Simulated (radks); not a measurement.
Values are calculated unless marked as measured or tabulated.
Neutral samarium inside a hard spherical wall (all orbitals vanish at R), configuration held at [Xe] 4f6 6s2 and not refilled when levels cross. Level of theory: scalar-relativistic Kohn-Sham, PBE, spin-polarised, spherical densities, finite nucleus; open shells are filled with parallel spins first (spin-orbit coupling, left out, can overturn this in heavy ions); Fermi nuclear charge, rms radius 5.0819 fm (a radial shooting solver on a logarithmic mesh with Libxc functionals). Eigenvalues in eV for spin up, with the zero of energy where the potential of the charges vanishes at infinity; a dash marks a level that is unbound or too diffuse for the functional's potential to be trusted. A positive occupied level is held by the wall or, in an anion where self-interaction has pushed it up, behind a barrier. The pressure on the wall is -dE/dV.

R (bohr),E (hartree),kinetic (hartree),e(5s),e(5p),e(6s),e(4f),"e(5d, empty)","e(6p, empty)",pressure (GPa)
free,-10426.7492,11144.103,-44.175,-23.925,-3.673,-3.670,-1.900,-1.245,0
20,-10426.7492,11144.103,-44.175,-23.924,-3.673,-3.669,-1.900,-1.244,< 0.0001
15,-10426.7491,11144.103,-44.171,-23.921,-3.670,-3.666,-1.896,-1.228,0.000307
10,-10426.7455,11144.133,-43.960,-23.712,-3.504,-3.457,-1.708,-0.842,0.0780
8,-10426.7270,11144.242,-43.374,-23.136,-2.959,-2.879,-1.176,0.151,0.724
7,-10426.6950,11144.395,-42.731,-22.510,-2.221,-2.239,-0.559,1.385,2.31
6,-10426.6155,11144.724,-41.659,-21.481,-0.664,-1.155,0.557,3.846,7.99
5,-10426.4020,11145.534,-39.799,-19.723,2.930,0.798,2.724,9.187,32.5
2.5,-10417.5535,11176.799,-11.512,10.953,95.087,33.757,45.290,119.07,6160
2,-10402.4896,11224.063,22.615,51.114,209.54,65.889,97.633,243.62,30000
1.5,-10347.8803,11384.767,138.08,183.21,532.78,143.68,253.16,582.27,218000
